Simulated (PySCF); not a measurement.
**Simulated absorption spectrum**

Species: InH2I.
SMILES: `[H][In]([H])[I]`

Computed, not measured: PySCF, TDDFT B3LYP/def2-SVPD, vertical, gas phase, core orbitals frozen in the response, def2 core potentials past Kr. Isolated species at its PBE0-D3(BJ)/def2-SVP geometry, gas phase. Spin–orbit coupling is left out.

Broadening: Gaussians 0.25 eV wide at half height, area fixed by f = 4.319×10⁻⁹ ∫ε dν̃. The width is an assumption, not a result. The curve ends short of the highest state used, and states not computed would add to its high-energy end.

| λ (nm) | ε (L mol⁻¹ cm⁻¹) |
| --- | --- |
| 208.3 | 873 |
| 211.2 | 242 |
| 214.1 | 39 |
| 217.1 | 4 |
| 220.0 | 0 |
| 223.0 | 0 |
| 225.9 | 0 |
| 228.8 | 0 |
| 231.8 | 4 |
| 234.7 | 31 |
| 237.7 | 150 |
| 240.6 | 467 |
| 243.6 | 1042 |
| 246.5 | 1641 |
| 249.4 | 2016 |
| 252.4 | 2167 |
| 255.3 | 2330 |
| 258.3 | 2579 |
| 261.2 | 2634 |
| 264.1 | 2290 |
| 267.1 | 1647 |
| 270.0 | 1117 |
| 273.0 | 1005 |
| 275.9 | 1450 |
| 278.9 | 2368 |
| 281.8 | 3353 |
| 284.7 | 3990 |
| 287.7 | 3980 |
| 290.6 | 3355 |
| 293.6 | 2387 |
| 296.5 | 1480 |
| 299.4 | 799 |
| 302.4 | 369 |
| 305.3 | 154 |
| 308.3 | 56 |
| 311.2 | 19 |
| 314.1 | 6 |
| 317.1 | 1 |
| 320.0 | 0 |
| 323.0 | 0 |
| 325.9 | 0 |
| 328.9 | 0 |
| 331.8 | 0 |
| 334.7 | 0 |
| 337.7 | 0 |
| 340.6 | 0 |
| 343.6 | 0 |
| 346.5 | 0 |
| 349.4 | 0 |
| 352.4 | 0 |
| 355.3 | 0 |
| 358.3 | 0 |
| 361.2 | 0 |
| 364.2 | 0 |
| 367.1 | 0 |
| 370.0 | 0 |

Q: Locate the maxima and give the states behind the curve.

A: 286 nm (4.33 eV), ε about 4100, made up of S2 (100%); 260 nm (4.76 eV), ε about 2700, made up of S3 (89%) (ε in L mol⁻¹ cm⁻¹; maxima over ε = 5, shares over 10%). At its high-energy end, 5.95 eV, the curve is still rising (ε about 850, from S7). The states used: S1 3.73 eV (f 0.0000); S2 4.33 eV (f 0.038); S3 4.74 eV (f 0.022); S4 4.88 eV (f 0.0015); S5 4.98 eV (f 0.016); S6 5.51 eV (f 0.0000); S7 6.09 eV (f 0.018); S8 6.41 eV (f 0.040); S9 6.42 eV (f 0.0030); S10 6.55 eV (f 0.503).

Q: On this curve, what absorbance would a 10⁻⁴ mol/L sample give at 266 nm over a 1 cm path?

A: 266 nm is 4.661 eV, where ε is about 1900 L mol⁻¹ cm⁻¹, so A = ε c l ≈ 0.19 (Beer–Lambert, with the gas-phase spectrum and the assumed width).

Q: Coming from long wavelengths, where does ε first pass 100 L mol⁻¹ cm⁻¹?

A: At about 307 nm (4.05 eV), 0.32 eV above S1.

Q: What would ε be at 4.33 eV, the highest of these maxima, with half the width (0.125 eV)?

A: About 8140 L mol⁻¹ cm⁻¹ against 4080, a factor of about 2.00; a lone state at its own centre would give exactly 2.

All these states lie below the vertical ionisation energy of 9.42 eV (ΔSCF).
